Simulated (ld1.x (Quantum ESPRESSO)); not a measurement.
**An all-electron radial function and its pseudo partner (palladium (Pd))**

Columns: radius, all-electron u(r) and pseudo u(r) of the 5p shell (level -14.22 eV) of palladium in the configuration [Kr] 4d8 5s0 5p0; LDA (PZ), scalar-relativistic, TM scheme, ld1.x (Quantum ESPRESSO) 7.5.

```
r (bohr)  all-electron   pseudo
   0.128        0.0354  -0.0022
   0.255       -0.1849  -0.0086
   0.382       -0.0975  -0.0194
   0.510        0.1005  -0.0348
   0.638        0.2485  -0.0550
   0.765        0.3044  -0.0798
   0.893        0.2816  -0.1099
   1.020        0.2069  -0.1450
   1.148        0.1031  -0.1855
   1.275       -0.0107  -0.2306
   1.402       -0.1240  -0.2800
   1.530       -0.2310  -0.3332
   1.658       -0.3269  -0.3881
   1.785       -0.4094  -0.4424
   1.912       -0.4787  -0.4941
   2.040       -0.5352  -0.5411
   2.168       -0.5793  -0.5810
   2.295       -0.6116  -0.6119
   2.422       -0.6335  -0.6335
   2.550       -0.6463  -0.6463
   2.678       -0.6509  -0.6509
   2.805       -0.6485  -0.6485
   2.932       -0.6403  -0.6403
   3.060       -0.6272  -0.6272
   3.188       -0.6100  -0.6100
   3.315       -0.5898  -0.5898
```

Problem. How many radial nodes do the two functions have?

Solution. The all-electron 5p function has n − l − 1 = 3; the pseudo-wave has 0, since the states of the same l below it are removed with the core.

Problem. At about which radius was the pseudo-wave matched?

Solution. 2.55 bohr. The columns agree to 0.0005 from 2.29 bohr on; several derivatives are matched, so the curves merge somewhat inside the radius.

Problem. Is the pseudo-wave norm-conserving?

Solution. Yes: the TM scheme keeps the norm inside the radius equal to the all-electron one, which fixes the energy derivative of the logarithmic derivative at the level.
